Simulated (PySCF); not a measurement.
Method: PBE-D3(BJ)/def2-TZVP // B3LYP-D3(BJ)/def2-SVP (PySCF). Gas-phase values, no solvent. One relaxed conformer stands for a flexible species; it need not be the lowest. Delta-SCF ions had no search for a lower state. Excitations are Tamm–Dancoff values on a coarser integration grid. The basis has no diffuse functions, so Rydberg states are missing or too high.

Reference species (SMILES): `Bc1c(F)cc2cccccc1-2` (neutral, multiplicity 1).

| Quantity | Result |
|---|---|
| HOMO–LUMO gap | 2.47 eV |
| T1 excitation (TDA) | 2.28 eV |
| vertical ionisation energy (Delta-SCF) | 7.97 eV |
| HOMO | -5.66 eV |

Changed species: `Bc1cc(F)cc2cccc-2c1`.

### Question
Give the shifts of the HOMO–LUMO gap, T1 excitation (TDA), vertical ionisation energy (Delta-SCF) and HOMO.

### Answer
the HOMO–LUMO gap decreases by 0.54 eV, to 1.93 eV; the T1 excitation (TDA) drops by 0.56 eV, to 1.72 eV; the vertical ionisation energy (Delta-SCF) drops by 0.28 eV, to 7.69 eV; the HOMO increases by 0.26 eV, to -5.40 eV.
